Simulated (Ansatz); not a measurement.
Compare A (`O[Si]1([SiH3])[SiH2][SiH2]1`) with its isomer B (`O[Si@@H]1[SiH2][Si@H]1[SiH3]`).

Isolated molecules relaxed with PBE0-D4/def2-TZVP in Ansatz; ΔE leaves out vibrations. CCSD(T)/CBS is the MP2 limit (def2-TZVPP, def2-QZVPP) plus CCSD(T) − MP2 in def2-TZVPP, frozen cores. DFT in def2-TZVPP. B3LYP here is the variant with VWN-RPA as its local correlation; programs differ in this. One conformer a species, not always the lowest.

Q: Which is lower in electronic energy at CCSD(T)/CBS, and by how much? (Estimate.)

A: The calculation gave: B, by 5.5 kJ/mol.

Q: Give E(B) − E(A) in kJ/mol with HF/def2-TZVPP, B3LYP, B2PLYP, PBE0-D4, CCSD(T)/def2-TZVPP, ωB97M-V, MP2/def2-TZVPP. (Estimate.)

A: The calculation gave: HF/def2-TZVPP -9.1, B3LYP -7.0, B2PLYP -6.4, PBE0-D4 -4.7, CCSD(T)/def2-TZVPP -5.6, ωB97M-V -4.2, MP2/def2-TZVPP -5.5. None reverses the order clearly.

Largest T1 diagnostic: 0.015.

In def2-TZVPP, CCSD(T) changes the Hartree–Fock value by +3.5 kJ/mol (the triples alone add +0.5 kJ/mol) and MP2 by +3.7 kJ/mol.
